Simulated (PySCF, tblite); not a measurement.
Isomers of C5H6ClFO, one GFN2-xTB conformer each. Single-point energies are computed at PBE0/pcSseg-1 (PySCF, gas phase, no added dispersion term), electronic only.

Question: Rank them by PBE0/pcSseg-1 energy, lowest first (kJ/mol).
A. `[CH2:1]=[CH:2][C@H:3]([F:4])[CH2:5][C:6](=[O:7])[Cl:8]` with C1–C2–C3–F4 6°, C2–C3–C5–C6 -73°, C3–C5–C6–O7 -5°
B. `[F:1][C@H:2]([Cl:3])[CH2:4][O:5][C:6]1=[CH:7][CH2:8]1` with F1–C2–C4–O5 -168°, C2–C4–O5–C6 -95°, C4–O5–C6–C7 173°
C. `[CH3:1]/[C:2]([F:3])=[C:4](/[CH3:5])[C:6](=[O:7])[Cl:8]` with C2–C4–C6–O7 0°
D. `[CH3:1][O:2][C@@H:3]1[CH:4]=[C:5]([F:6])[C@@H:7]1[Cl:8]` with C1–O2–C3–C4 -176°
E. `[CH3:1][C:2]([CH3:3])=[C:4]([Cl:5])[C:6](=[O:7])[F:8]` with C2–C4–C6–O7 1°
F. `[CH3:1][C@@:2]1([C:3](=[O:4])[Cl:5])[CH2:6][C@H:7]1[F:8]` with C1–C2–C3–O4 180°
G. `[CH3:1][CH2:2]/[CH:3]=[C:4](/[F:5])[C:6](=[O:7])[Cl:8]` with C1–C2–C3–C4 -134°, C3–C4–C6–O7 -6°

Answer: E (0.0), C (5.3), G (46.9), A (47.3), F (48.7), D (196.1), B (302.4).

As drawn, the lowest has a C=O bond, which the highest lacks; the highest has a three-membered ring, which the lowest lacks. Neighbours under 10 kJ/mol apart (CC(C)=C(Cl)C(=O)F and C/C(F)=C(/C)C(=O)Cl; CC/C=C(/F)C(=O)Cl and C=C[C@H](F)CC(=O)Cl; C=C[C@H](F)CC(=O)Cl and C[C@@]1(C(=O)Cl)C[C@H]1F) can change places with a better method, another conformer or zero-point energy. GFN2-xTB itself gives, in the same order: 0.6, 0.0, 39.7, 57.5, 16.1, 140.3, 237.0. GFN2-xTB puts C/C(F)=C(/C)C(=O)Cl lowest instead; measured from each level's own lowest isomer, the values differ by up to 65.4 kJ/mol (F[C@H](Cl)COC1=CC1: 237.0 against 302.4).

Which frontier levels, dipoles and rotational constants go with these structures?

| SMILES | HOMO (eV, PBE0/pcSseg-1) | LUMO (eV) | dipole (D) | A, B, C (MHz) |
| --- | --- | --- | --- | --- |
| CC(C)=C(Cl)C(=O)F | -7.65 | -1.96 | 4.07 | 2031, 1669, 926.7 |
| C/C(F)=C(/C)C(=O)Cl | -7.86 | -1.90 | 2.35 | 3045, 1146, 841.5 |
| CC/C=C(/F)C(=O)Cl | -8.11 | -2.38 | 3.24 | 3403, 937.7, 767.4 |
| C=C[C@H](F)CC(=O)Cl | -8.06 | -1.34 | 1.24 | 3451, 817.4, 761.0 |
| C[C@@]1(C(=O)Cl)C[C@H]1F | -8.53 | -1.19 | 2.21 | 3148, 1143, 967.4 |
| CO[C@@H]1C=C(F)[C@@H]1Cl | -7.61 | -0.34 | 2.85 | 2565, 1397, 976.2 |
| F[C@H](Cl)COC1=CC1 | -6.63 | 0.54 | 1.27 | 3115, 1103, 904.4 |

What happens when harmonic zero-point energies from GFN2-xTB frequencies are added?

```json
{"SMILES": "CC(C)=C(Cl)C(=O)F", "ZPE (kJ/mol)": "258.1", "electronic (kJ/mol)": "0.0", "with ZPE (kJ/mol)": "0.0"}
{"SMILES": "C/C(F)=C(/C)C(=O)Cl", "ZPE (kJ/mol)": "259.1", "electronic (kJ/mol)": "5.3", "with ZPE (kJ/mol)": "6.3"}
{"SMILES": "CC/C=C(/F)C(=O)Cl", "ZPE (kJ/mol)": "260.0", "electronic (kJ/mol)": "46.9", "with ZPE (kJ/mol)": "48.8"}
{"SMILES": "C=C[C@H](F)CC(=O)Cl", "ZPE (kJ/mol)": "257.7", "electronic (kJ/mol)": "47.3", "with ZPE (kJ/mol)": "46.8"}
{"SMILES": "C[C@@]1(C(=O)Cl)C[C@H]1F", "ZPE (kJ/mol)": "262.2", "electronic (kJ/mol)": "48.7", "with ZPE (kJ/mol)": "52.8"}
{"SMILES": "CO[C@@H]1C=C(F)[C@@H]1Cl", "ZPE (kJ/mol)": "260.3", "electronic (kJ/mol)": "196.1", "with ZPE (kJ/mol)": "198.3"}
{"SMILES": "F[C@H](Cl)COC1=CC1", "ZPE (kJ/mol)": "257.2", "electronic (kJ/mol)": "302.4", "with ZPE (kJ/mol)": "301.5"}
```

The zero-point energies span 5.0 kJ/mol. The lowest isomer stays, but the order above it changes.

As an exercise, what shares would exp(−E/RT) give at 500 K from these electronic energies alone (no entropy, no degeneracies)?

RT = 4.157 kJ/mol: CC(C)=C(Cl)C(=O)F 78.2 %, C/C(F)=C(/C)C(=O)Cl 21.8 %, CC/C=C(/F)C(=O)Cl under 0.1 %, C=C[C@H](F)CC(=O)Cl under 0.1 %, C[C@@]1(C(=O)Cl)C[C@H]1F under 0.1 %, CO[C@@H]1C=C(F)[C@@H]1Cl under 0.1 %, F[C@H](Cl)COC1=CC1 under 0.1 %.
